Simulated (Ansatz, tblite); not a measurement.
Removing and adding an electron: SnH3(OSiMe3) (C₃H₁₂OSiSn). Charge 0, multiplicity 1. Geometry: PBE0-D4/def2-SVP. Ansatz, gas phase; energy differences of separate SCF runs; the oxidised species was run as a doublet alone; the reduced species was run as a doublet alone.

```xyz
18

Sn    0.724   -1.710    2.214
H     2.113   -1.075    2.985
H    -0.418   -2.326    3.327
H     1.137   -2.856    1.006
O    -0.185   -0.189    1.332
Si   -0.235    0.392   -0.228
C     1.512    0.552   -0.909
C    -1.066    2.070   -0.167
C    -1.220   -0.784   -1.315
H     1.508    0.969   -1.930
H     2.018   -0.427   -0.957
H     2.123    1.218   -0.278
H    -0.498    2.764    0.472
H    -1.145    2.516   -1.171
H    -2.082    1.985    0.250
H    -0.745   -1.778   -1.363
H    -2.240   -0.917   -0.922
H    -1.302   -0.405   -2.346
```

In the def2 sets Sn takes a core potential; there is no spin–orbit coupling. The xTB rows come from tblite. Correlated methods freeze 13 core orbitals; core or outer-core shells of Sn are correlated, in sets that lack core-valence functions.

| level | −HOMO (eV) | vertical IE (eV) | −LUMO (eV) | vertical EA (eV) | HOMO–LUMO gap (eV) | IE − EA (eV) | remarks |
| --- | --- | --- | --- | --- | --- | --- | --- |
| GFN1-xTB | 11.04 | 13.59 | 5.46 | 2.76 | 5.59 | 10.84 | – |
| GFN2-xTB | 10.46 | 13.07 | 5.94 | 3.36 | 4.52 | 9.72 | – |
| PBE-D4/def2-TZVPD | 6.31 | – | 1.33 | -0.34 | 4.98 | – | HOMO above zero (-1 doublet) |
| PBE0-D4/def2-TZVP | 7.67 | 9.39 | 0.46 | – | 7.21 | – | – |

Q: Estimate the rows for PBE0-D4/def2-TZVPD, B2PLYP/def2-TZVP, B2PLYP/def2-TZVPD.

A: 
```csv
level,−HOMO (eV),vertical IE (eV),−LUMO (eV),vertical EA (eV),HOMO–LUMO gap (eV),IE − EA (eV),remarks
PBE0-D4/def2-TZVPD,7.69,–,0.55,-0.52,7.14,–,HOMO above zero (-1 doublet)
B2PLYP/def2-TZVP,–,9.59,–,–,–,–,–
B2PLYP/def2-TZVPD,–,–,–,-0.71,–,–,–
```

Run but left out: PBE-D4/def2-TZVP (charge +1 doublet: an occupied level 0.03 eV above an empty one).   A HOMO above zero means that the electron is unbound at that level or that self-interaction error raises the level; the energy of removing that electron tells which. Raw xTB energy differences between charge states are shifted by several eV; the methods need an empirical correction for them. A negative affinity means that the extra electron isn't bound; its size then hangs on the basis.
